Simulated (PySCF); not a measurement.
PySCF input (M06-2X/6-31G* (5d)):

```python
from pyscf import gto, dft

mol = gto.M(
    atom='''
    S     1.36780200   -1.15278600   -0.21973100
    B    -0.00608300    0.01046600   -0.00319400
    S    -1.24050100   -0.32904200    1.27303500
    S     0.00742100    1.43148500   -1.12431800
    H     1.01360300   -2.01747700    0.74584000
    H    -2.03097500    0.74026900    1.08513000
    H    -1.10777100    2.03036200   -0.67878000
    ''',
    basis='6-31g*',
    charge=1,
    spin=1,
    verbose=4,
)

mf = dft.UKS(mol, xc='m062x')
mf.grids.level = 4
mf.conv_tol = 1e-9
mf.max_cycle = 100
mf.max_memory = 1500
mf.kernel()
if not mf.converged:
    mf = mf.newton()
    mf.kernel(mf.make_rdm1())
mo, _, stable, _ = mf.stability(return_status=True)
if not stable:
    mf.kernel(mf.make_rdm1(mo, mf.mo_occ))
    stable = mf.stability(return_status=True)[2]
mf.dip_moment()
```

Output:

```
PySCF version 2.14.0

[INPUT] verbose = 4
[INPUT] num. atoms = 7
[INPUT] num. electrons = 55
[INPUT] charge = 1
[INPUT] spin (= nelec alpha-beta = 2S) = 1
[INPUT] symmetry False subgroup None
[INPUT] Mole.unit = angstrom
[INPUT] Symbol           X                Y                Z      unit          X                Y                Z       unit  Magmom
[INPUT]  1 S      1.367802000000  -1.152786000000  -0.219731000000 AA    2.584771172632  -2.178449820233  -0.415231411077 Bohr   0.0
[INPUT]  2 B     -0.006083000000   0.010466000000  -0.003194000000 AA   -0.011495204016   0.019777873620  -0.006035785242 Bohr   0.0
[INPUT]  3 S     -1.240501000000  -0.329042000000   1.273035000000 AA   -2.344207147249  -0.621799263479   2.405687496986 Bohr   0.0
[INPUT]  4 S      0.007421000000   1.431485000000  -1.124318000000 AA    0.014023657570   2.705114601423  -2.124653096919 Bohr   0.0
[INPUT]  5 H      1.013603000000  -2.017477000000   0.745840000000 AA    1.915432069038  -3.812478992609   1.409433332746 Bohr   0.0
[INPUT]  6 H     -2.030975000000   0.740269000000   1.085130000000 AA   -3.837986515839   1.398905668506   2.050598509549 Bohr   0.0
[INPUT]  7 H     -1.107771000000   2.030362000000  -0.678780000000 AA   -2.093383798736   3.836828113724  -1.282708298832 Bohr   0.0

nuclear repulsion = 237.323943214271
number of shells = 36
number of NR pGTOs = 192
number of NR cGTOs = 74
basis = 6-31g*
ecp = {}

******** <class 'pyscf.dft.uks.UKS'> ********
method = UKS
initial guess = minao
damping factor = 0
level_shift factor = 0
DIIS = <class 'pyscf.scf.diis.CDIIS'>
diis_start_cycle = 1
diis_space = 8
diis_damp = 0
SCF conv_tol = 1e-09
SCF conv_tol_grad = None
SCF max_cycles = 100
direct_scf = True
direct_scf_tol = 1e-13
number electrons alpha = 28  beta = 27
XC library pyscf.dft.libxc version 7.1.2
    S. Lehtola, C. Steigemann, M. J. T. Oliveira, and M. A. L. Marques,  SoftwareX 7, 1–5 (2018)
XC functionals = m062x
    Y. Zhao and D. G. Truhlar,  Theor. Chem. Acc. 120, 215 (2008)
    Y. Zhao and D. G. Truhlar,  Theor. Chem. Acc. 120, 215 (2008)
radial grids:
    Treutler-Ahlrichs [JCP 102, 346 (1995); DOI:10.1063/1.469408] (M4) radial grids

becke partition: Becke, JCP 88, 2547 (1988); DOI:10.1063/1.454033
pruning grids: <function nwchem_prune>
grids dens level: 4
symmetrized grids: False
atomic radii adjust function: <function treutler_atomic_radii_adjust>
small_rho_cutoff = 0
Set gradient conv threshold to 3.16228e-05
tot grids = 161304
init E= -1221.6108649148
  alpha nocc = 28  HOMO = -0.30723227368922  LUMO = -0.0369595778011329
  beta  nocc = 27  HOMO = -0.311097311113478  LUMO = -0.307232273689219

WARN: HOMO -0.30723227368922 >= LUMO -0.307232273689219

cycle= 1 E= -1220.7554977144  delta_E= 0.855  |g|= 0.232  |ddm|= 1.96
  alpha nocc = 28  HOMO = -0.525162519470282  LUMO = -0.239194435727605
  beta  nocc = 27  HOMO = -0.502025889667371  LUMO = -0.445649415048082
  HOMO = -0.502025889667  LUMO = -0.445649415048  gap/eV = 1.53408
cycle= 2 E= -1220.77876155375  delta_E= -0.0233  |g|=  0.2  |ddm|= 0.653
  alpha nocc = 28  HOMO = -0.526915633367552  LUMO = -0.193987684920877
  beta  nocc = 27  HOMO = -0.500890795970432  LUMO = -0.411699082377929
  HOMO = -0.50089079597  LUMO = -0.411699082378  gap/eV = 2.42703
cycle= 3 E= -1220.80359430883  delta_E= -0.0248  |g|= 0.0383  |ddm|= 0.285
  alpha nocc = 28  HOMO = -0.522495345104224  LUMO = -0.196793667019883
  beta  nocc = 27  HOMO = -0.495546392412657  LUMO = -0.406511758829105
  HOMO = -0.495546392413  LUMO = -0.406511758829  gap/eV = 2.42276
cycle= 4 E= -1220.80475770143  delta_E= -0.00116  |g|= 0.0122  |ddm|= 0.0739
  alpha nocc = 28  HOMO = -0.520734538413127  LUMO = -0.195431441153282
  beta  nocc = 27  HOMO = -0.493891458091057  LUMO = -0.404444301594148
  HOMO = -0.493891458091  LUMO = -0.404444301594  gap/eV = 2.43398
cycle= 5 E= -1220.80495737745  delta_E= -0.0002  |g|= 0.00381  |ddm|= 0.0258
  alpha nocc = 28  HOMO = -0.521166795463169  LUMO = -0.196533084492774
  beta  nocc = 27  HOMO = -0.494595267089039  LUMO = -0.403526529959211
  HOMO = -0.494595267089  LUMO = -0.403526529959  gap/eV = 2.47811
cycle= 6 E= -1220.80502365228  delta_E= -6.63e-05  |g|= 0.0029  |ddm|= 0.0184
  alpha nocc = 28  HOMO = -0.519980371135691  LUMO = -0.196551701784089
  beta  nocc = 27  HOMO = -0.494074388588755  LUMO = -0.403132507706484
  HOMO = -0.494074388589  LUMO = -0.403132507706  gap/eV = 2.47465
cycle= 7 E= -1220.8050509153  delta_E= -2.73e-05  |g|= 0.00123  |ddm|= 0.0119
  alpha nocc = 28  HOMO = -0.519438031397462  LUMO = -0.196647078024033
  beta  nocc = 27  HOMO = -0.494134514159728  LUMO = -0.402683245904166
  HOMO = -0.49413451416  LUMO = -0.402683245904  gap/eV = 2.48852
cycle= 8 E= -1220.80507021671  delta_E= -1.93e-05  |g|= 0.00141  |ddm|= 0.0133
  alpha nocc = 28  HOMO = -0.519261334951073  LUMO = -0.196664398300416
  beta  nocc = 27  HOMO = -0.494181358216901  LUMO = -0.402691631105716
  HOMO = -0.494181358217  LUMO = -0.402691631106  gap/eV = 2.48956
cycle= 9 E= -1220.80507508129  delta_E= -4.86e-06  |g|= 0.00115  |ddm|= 0.00363
  alpha nocc = 28  HOMO = -0.518588797920085  LUMO = -0.196604222449749
  beta  nocc = 27  HOMO = -0.494316495477007  LUMO = -0.402713029659764
  HOMO = -0.494316495477  LUMO = -0.40271302966  gap/eV = 2.49266
cycle= 10 E= -1220.80509309329  delta_E= -1.8e-05  |g|= 0.00144  |ddm|= 0.0168
  alpha nocc = 28  HOMO = -0.518411231563388  LUMO = -0.196555932094265
  beta  nocc = 27  HOMO = -0.494364322207058  LUMO = -0.402704836415557
  HOMO = -0.494364322207  LUMO = -0.402704836416  gap/eV = 2.49418
cycle= 11 E= -1220.80509829736  delta_E= -5.2e-06  |g|= 0.00128  |ddm|= 0.00505
  alpha nocc = 28  HOMO = -0.517666502587269  LUMO = -0.196569674057709
  beta  nocc = 27  HOMO = -0.494617286313615  LUMO = -0.402806942570836
  HOMO = -0.494617286314  LUMO = -0.402806942571  gap/eV = 2.49829
cycle= 12 E= -1220.8051170838  delta_E= -1.88e-05  |g|= 0.00114  |ddm|= 0.0222
  alpha nocc = 28  HOMO = -0.51689608471318  LUMO = -0.196512744736438
  beta  nocc = 27  HOMO = -0.494926535517156  LUMO = -0.40296677233202
  HOMO = -0.494926535517  LUMO = -0.402966772332  gap/eV = 2.50235
cycle= 13 E= -1220.80513493196  delta_E= -1.78e-05  |g|= 0.000699  |ddm|= 0.0298
  alpha nocc = 28  HOMO = -0.516391054730565  LUMO = -0.196552022244123
  beta  nocc = 27  HOMO = -0.495060006396278  LUMO = -0.403096343684406
  HOMO = -0.495060006396  LUMO = -0.403096343684  gap/eV = 2.50246
cycle= 14 E= -1220.80514134666  delta_E= -6.41e-06  |g|= 0.000397  |ddm|= 0.0194
  alpha nocc = 28  HOMO = -0.516094118491764  LUMO = -0.196566231984846
  beta  nocc = 27  HOMO = -0.495137653682559  LUMO = -0.403214140060453
  HOMO = -0.495137653683  LUMO = -0.40321414006  gap/eV = 2.50137
cycle= 15 E= -1220.80514327624  delta_E= -1.93e-06  |g|= 0.000144  |ddm|= 0.013
  alpha nocc = 28  HOMO = -0.516108339381481  LUMO = -0.196583794058024
  beta  nocc = 27  HOMO = -0.495092781494508  LUMO = -0.403300152039776
  HOMO = -0.495092781495  LUMO = -0.40330015204  gap/eV = 2.49780
cycle= 16 E= -1220.80514342274  delta_E= -1.46e-07  |g|= 0.000107  |ddm|= 0.00239
  alpha nocc = 28  HOMO = -0.515922728321661  LUMO = -0.196571480703014
  beta  nocc = 27  HOMO = -0.495172685895772  LUMO = -0.403270889297686
  HOMO = -0.495172685896  LUMO = -0.403270889298  gap/eV = 2.50078
cycle= 17 E= -1220.80514350127  delta_E= -7.85e-08  |g|= 0.000105  |ddm|= 0.00427
  alpha nocc = 28  HOMO = -0.516000474933021  LUMO = -0.196575061051806
  beta  nocc = 27  HOMO = -0.495124543532295  LUMO = -0.403298275570341
  HOMO = -0.495124543532  LUMO = -0.40329827557  gap/eV = 2.49872
cycle= 18 E= -1220.80514350968  delta_E= -8.41e-09  |g|= 2.07e-05  |ddm|= 0.00143
  alpha nocc = 28  HOMO = -0.515963767482502  LUMO = -0.196575887849653
  beta  nocc = 27  HOMO = -0.495141946994571  LUMO = -0.403302340978103
  HOMO = -0.495141946995  LUMO = -0.403302340978  gap/eV = 2.49908
cycle= 19 E= -1220.80514351443  delta_E= -4.75e-09  |g|= 1.54e-05  |ddm|= 0.00125
  alpha nocc = 28  HOMO = -0.515970751795612  LUMO = -0.196575183580805
  beta  nocc = 27  HOMO = -0.495137620859615  LUMO = -0.403304211973935
  HOMO = -0.49513762086  LUMO = -0.403304211974  gap/eV = 2.49891
cycle= 20 E= -1220.80514351502  delta_E= -5.85e-10  |g|= 5.68e-06  |ddm|= 0.000148
  alpha nocc = 28  HOMO = -0.515974223823942  LUMO = -0.196575279045861
  beta  nocc = 27  HOMO = -0.495137087278053  LUMO = -0.403304979955555
  HOMO = -0.495137087278  LUMO = -0.403304979956  gap/eV = 2.49888
Extra cycle  E= -1220.80514351504  delta_E= -2.46e-11  |g|= 4.83e-06  |ddm|= 2.01e-05
converged SCF energy = -1220.80514351504  <S^2> = 0.76954137  2S+1 = 2.0194468
uhf_internal: lowest eigs of H = [0.01550318 0.11358449 0.15564101]
<class 'pyscf.dft.uks.UKS'> wavefunction is stable in the internal stability analysis

WARN: System has nonzero charge 1; the dipole moment is origin-dependent.
Location of origin: [0. 0. 0.]

Dipole moment(X, Y, Z, Debye):  0.28878,  0.00758, -0.24240
```

The dipole moment of an ion depends on the origin.

The geometry given is a B3LYP-D3(BJ)/def2-TZVP minimum of the species of charge 0 and multiplicity 1, not of this state.
